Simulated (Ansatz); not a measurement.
The cluster Ag₄Se⁻. The state is a doublet with charge -1. Geometry PBE-D4/def2-SVPD, basis def2-TZVPD, Ansatz.

```tsv
atom	x (Å)	y (Å)	z (Å)
Ag1	0.600	0.566	-1.882
Ag2	0.311	-1.284	2.538
Ag3	1.698	-0.845	0.204
Ag4	-0.890	0.148	0.568
Se5	-1.719	1.415	-1.428
```

```csv
run,HOMO (eV),LUMO (eV)
A,-0.41,0.06
B,-0.66,0.11
C,-1.03,0.67
D,-0.49,-0.07
```

In the def2 sets Ag takes a core potential; there is no spin–orbit coupling. The structure comes from a short search, and lower isomers may exist.

HOMO and LUMO are taken over both spins.

Problem. The runs used PBE, PBE0, r2SCAN, revPBE. Estimate which is which.

Solution. A revPBE (0 % exact exchange); B r2SCAN (0 % exact exchange); C PBE0 (25 % exact exchange); D PBE (0 % exact exchange). Exact exchange lowers occupied and raises empty levels; among semilocal functionals meta-GGAs tend to open the gap a little, and such runs are hard to tell apart. The gap grows from 0.42 eV (PBE) to 1.69 eV (PBE0).
